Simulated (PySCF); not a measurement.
Species: C2H11BN2.
SMILES with atom numbers: `[BH3-:1][NH2+:2][CH2:3][CH2:4][NH2:5]` (hydrogens: H6, H7, H8 on B1; H9, H10 on N2; H11, H12 on C3; H13, H14 on C4; H15, H16 on N5)

Geometry (PBE0-D3(BJ)/def2-SVP, Å), atoms numbered from 1 in this order:
```xyz
16
C2H11BN2 angstrom
B      2.274    0.218    0.068
N      0.709    0.069    0.486
C     -0.160   -0.561   -0.515
C     -1.636   -0.546   -0.131
N     -2.229    0.750    0.099
H      2.283    0.936   -0.927
H      2.670   -0.920   -0.158
H      2.822    0.735    1.035
H      0.349    1.004    0.692
H      0.662   -0.450    1.365
H      0.207   -1.586   -0.673
H      0.006   -0.017   -1.458
H     -2.193   -1.060   -0.932
H     -1.791   -1.162    0.773
H     -1.918    1.196    0.957
H     -2.081    1.393   -0.676
```

Level: PBE0/pcSseg-1 and PBE0/def2-SVPD in PySCF, non-relativistic, on one gas-phase PBE0-D3(BJ)/def2-SVP geometry that isn't relaxed in the solvent. The solvent is an IEF-PCM continuum (van der Waals radii × 1.2). Only the electrostatic response of the medium enters.

Gas phase at PBE0/pcSseg-1: HOMO -7.45 eV, LUMO 0.21 eV, dipole 4.82 D.

What does the continuum do to the energy, the frontier levels and the dipole at PBE0/pcSseg-1 in acetone and dimethylsulfoxide?

```tsv
solvent	ε	E(solvent) − E(gas) (kJ/mol)	polarisation term (kJ/mol)	distortion of the solute (kJ/mol)	HOMO (eV)	LUMO (eV)	dipole (D)
acetone	20.49	-62.91	-72.50	9.59	-6.99	1.11	5.62
dimethylsulfoxide	46.83	-65.92	-76.50	10.58	-6.97	1.15	5.65
```

Polarisation term: ½ Σ q·V over the induced surface charges. Distortion: the rise of the solute's own energy as its density leaves the gas-phase optimum. From acetone to dimethylsulfoxide the lowering changes by a factor 1.05, Onsager's factor (ε − 1)/(2ε + 1) by 1.04 and ε itself by 2.3.

Which radius a makes the point-dipole formula ΔE = −[(ε − 1)/(2ε + 1)]·μ²/a³ give the value in dimethylsulfoxide, with the gas-phase dipole?

μ = 1.897 au and |ΔE| = 0.02511 Eh give a = 2.17 Å; the farthest nucleus lies 3.10 Å from the centroid of the nuclei, so such a sphere wouldn't even hold the nuclei. The formula assumes a rigid point dipole at the centre of a sphere.

Give the dipole vector in the frame of the coordinates (D, pointing from negative to positive charge), gas and dimethylsulfoxide.

Gas (-4.70, -0.35, 1.03), solvent (-5.44, -0.30, 1.48). Its length changes by +17 % and its direction by 3°.

Which IAO charges (PBE0/pcSseg-1) respond most in acetone (means over atoms taken as equivalent)?

```tsv
atoms	environment	gas (e)	solvent (e)	change
N5	primary amine nitrogen	-0.568	-0.597	-0.029
H9/H10	N–H hydrogen	+0.277	+0.298	+0.021
H6/H7/H8	B–H hydrogen	-0.030	-0.047	-0.017
H15/H16	N–H hydrogen	+0.243	+0.256	+0.013
B1	four-coordinate boron	-0.392	-0.387	+0.005
N2	nitrogen bonded to B, C and 2 H	-0.268	-0.272	-0.004
H13/H14	methylene hydrogen	+0.144	+0.148	+0.004
C3	sp3 carbon bound to nitrogen	-0.169	-0.167	+0.002
```

Gas phase at PBE0/def2-SVPD: HOMO -7.49 eV, LUMO -0.19 eV, dipole 4.65 D.

What does the continuum do to the energy, the frontier levels and the dipole at PBE0/def2-SVPD in acetone?

```tsv
solvent	ε	E(solvent) − E(gas) (kJ/mol)	polarisation term (kJ/mol)	distortion of the solute (kJ/mol)	HOMO (eV)	LUMO (eV)	dipole (D)
acetone	20.49	-60.58	-72.49	11.91	-7.08	0.54	5.49
```

The atom shares or the degeneracy of the HOMO differ from the gas phase in acetone, so that column needn't follow one orbital. The atom shares or the degeneracy of the LUMO differ from the gas phase in acetone, so that column needn't follow one orbital.

How does the static polarisability (PBE0/def2-SVPD, frozen core, with the continuum's full static response) change?

```json
{"medium": "gas", "isotropic (au)": "64.0", "principal values (au)": "58.2, 61.8, 72.1", "⟨r²⟩ of the electrons (bohr²)": "621.0"}
{"medium": "acetone", "isotropic (au)": "84.1", "principal values (au)": "79.8, 83.7, 88.7", "⟨r²⟩ of the electrons (bohr²)": "624.8"}
```

The isotropic value in acetone is 1.31 times the gas-phase one; no cavity-field correction is applied. ⟨r²⟩ is taken about the centre of nuclear charge.
